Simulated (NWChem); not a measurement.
System: C$_{2}$HBrClF; SMILES F/C(Br)=C\Cl

```xyz
6

F      1.5852    -0.3768     0.0000
C      0.2807    -0.1379     0.0000
Br    -0.1680     1.6960     0.0000
C     -0.6553    -1.1078     0.0000
Cl    -0.2342    -2.7822     0.0000
H     -1.7260    -0.8670     0.0000
```
Atoms are numbered in this order, from 1.

Level: PBE-D3(BJ)/def2-SVP (NWChem), optimised geometry, unscaled harmonic frequencies. This build's default masses of Se (78.918 u) and Br (79.917 u) are each other's, which moves their modes by up to 0.6 %.

Q: List the harmonic frequencies with IR intensities, and the thermochemistry.

A: 
| frequency (cm⁻¹) | IR intensity (km/mol) |
|---|---|
| 170 | 1.2 |
| 173 | 0.1 |
| 271 | 0.4 |
| 342 | 0.1 |
| 512 | 0.1 |
| 741 | 27.4 |
| 764 | 78.2 |
| 825 | 51.4 |
| 1068 | 102.1 |
| 1255 | 35.8 |
| 1662 | 61.1 |
| 3178 | 13.3 |

- zero-point energy = 15.7 kcal/mol
- thermal correction to the enthalpy at 298.15 K (with zero-point energy) = 19.6 kcal/mol
- heat capacity Cv = 16.9 cal/(mol K)
- entropy at 298.15 K and 1 atm (symmetry number 1) = 78.3 cal/(mol K)
- dipole moment = 1.11 D

Rigid rotor and harmonic oscillator.
